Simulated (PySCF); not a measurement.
## Correlation energy of S (sulfur, neutral)

[Ne] 3s2 3p4, high-spin 3P determinant. Computed with PySCF 2.14 in dyall-acv3z, with the spin-free X2C one-electron Hamiltonian (Gaussian nucleus). Frozen: 1s2; 14 electrons correlated; the 18 highest virtual orbitals of each spin left out.

| level | correlation energy (mhartree) |
| --- | --- |
| CCSD | -452.44 |
| (T) | -8.15 |
| CCSD(T) | -460.59 |

Diagnostics: T1 = 0.0077, D1 = 0.0348, largest double amplitude 0.038.

Cost of the coupled-cluster step: roughly 80 core-seconds, for 14 correlated electrons.

Iterations:

```
CC2 = 0
CCSD nocc = (np.int64(8), np.int64(6)), nmo = (94, 94)
frozen orbitals [[0, 95, 96, 97, 98, 99, 100, 101, 102, 103, 104, 105, 106, 107, 108, 109, 110, 111, 112], [0, 95, 96, 97, 98, 99, 100, 101, 102, 103, 104, 105, 106, 107, 108, 109, 110, 111, 112]]
max_cycle = 100
direct = 0
conv_tol = 1e-08
conv_tol_normt = 1e-06
diis_space = 8
diis_start_cycle = 0
Init t2, MP2 energy = -0.431146486956199
Init E_corr(UCCSD) = -0.431146486956904
cycle = 1  E_corr(UCCSD) = -0.446105814276328  dE = -0.0149593273  norm(t1,t2) = 0.0457772
cycle = 2  E_corr(UCCSD) = -0.450707562705442  dE = -0.00460174843  norm(t1,t2) = 0.0150785
cycle = 3  E_corr(UCCSD) = -0.452458990810082  dE = -0.0017514281  norm(t1,t2) = 0.00646805
cycle = 4  E_corr(UCCSD) = -0.452463567501273  dE = -4.57669119e-06  norm(t1,t2) = 0.000955101
cycle = 5  E_corr(UCCSD) = -0.452431082267677  dE = 3.24852336e-05  norm(t1,t2) = 0.000279771
cycle = 6  E_corr(UCCSD) = -0.452435882062478  dE = -4.7997948e-06  norm(t1,t2) = 9.68065e-05
cycle = 7  E_corr(UCCSD) = -0.45243630861162  dE = -4.26549142e-07  norm(t1,t2) = 2.60336e-05
cycle = 8  E_corr(UCCSD) = -0.452435793193834  dE = 5.15417787e-07  norm(t1,t2) = 8.49477e-06
cycle = 9  E_corr(UCCSD) = -0.45243590930799  dE = -1.16114156e-07  norm(t1,t2) = 2.48062e-06
cycle = 10  E_corr(UCCSD) = -0.452435909203663  dE = 1.04326825e-10  norm(t1,t2) = 5.24884e-07
UCCSD converged
E(UCCSD) = -399.0501830065439  E_corr = -0.4524359092036628
UCCSD(T) correction = -0.00814995913458782
```
